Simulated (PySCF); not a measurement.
**SbSe at PBE0**

Level: PBE0. Sb def2-SVP with ECP28, Se def2-SVP; scalar-relativistic core potentials (PySCF 2.14).

| Quantity | Value |
| --- | --- |
| state | ⁴Π (quartet), unpaired electrons π ↑↑↑, a second solution, started from another occupation |
| bond length | 2.600 Å |
| harmonic wavenumber | 238 cm⁻¹ |
| force constant | 1.61 mdyn/Å |
| rotational constant Be | 0.05184 cm⁻¹ |
| anharmonicity ωexe | 0.515 cm⁻¹ |
| vibration–rotation constant αe | 0.000154 cm⁻¹ |
| energy of the minimum from ground-state Sb + Se | -1.84 eV |
| bond order (Mayer) | 1.16 |
| dipole moment (positive dipole means Sb(−)Se(+)) | -1.11 D |

Spin–orbit coupling is left out, which matters for elements this heavy, above all for dissociation energies.
